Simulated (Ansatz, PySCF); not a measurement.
MoH5, SMILES [MoH5] (connectivity only; charge and spin as stated), neutral, multiplicity 2. Atoms are numbered in the order given.

```xyz
6

Mo     0.0371    -0.0242     0.0000
H      1.5237     0.8020     0.0000
H     -1.1595     0.7866     0.7837
H     -0.3875    -0.8083     1.4172
H     -1.1595     0.7866    -0.7837
H     -0.3875    -0.8083    -1.4172
```
Charge 0, spin multiplicity 2.

Geometry optimised at PBE0-D3(BJ)/def2-TZVPD. The spin state was assumed, not searched. The def2 effective core potentials stand for the cores of Mo; spin–orbit coupling is left out.

Two levels are set side by side: PBE-D3(BJ)/def2-TZVPD (Ansatz, a quantum-chemistry and plane-wave program) and PBE0-D3(BJ)/def2-TZVPD (Ansatz). Each level has its own optimised geometry; the coordinates shown are those of the second. Frequencies come from the Hessian of PySCF at each geometry. Differences are taken from unrounded values.

```
quantity                            PBE0-D3(BJ)
----------------------------------  -----------
mean bond length (Å)                      1.668
bond Mo1–H2 (Å)                           1.701
bond Mo1–H3 (Å)                           1.644
bond Mo1–H4 (Å)                           1.674
bond Mo1–H5 (Å)                           1.644
bond Mo1–H6 (Å)                           1.674
highest harmonic wavenumber (cm⁻¹)         2051
mean harmonic wavenumber (cm⁻¹)            1262
zero-point energy (kcal/mol)              21.65
```

### Question
What does PBE-D3(BJ) give, and how far is it from PBE0-D3(BJ)? (An estimate is asked for; the answer gives what the named calculation found.)

### Answer

```
quantity                            PBE-D3(BJ)  PBE-D3(BJ) minus PBE0-D3(BJ)
----------------------------------  ----------  ----------------------------
mean bond length (Å)                     1.679                         0.011
bond Mo1–H2 (Å)                          1.709                         0.009
bond Mo1–H3 (Å)                          1.658                         0.014
bond Mo1–H4 (Å)                          1.685                         0.010
bond Mo1–H5 (Å)                          1.658                         0.014
bond Mo1–H6 (Å)                          1.685                         0.010
highest harmonic wavenumber (cm⁻¹)        1982                           -69
mean harmonic wavenumber (cm⁻¹)           1238                           -24
zero-point energy (kcal/mol)             21.23                         -0.42
```

Exact exchange shortens and stiffens bonds; PBE has none. Differences between two approximate levels are no errors against the true value.
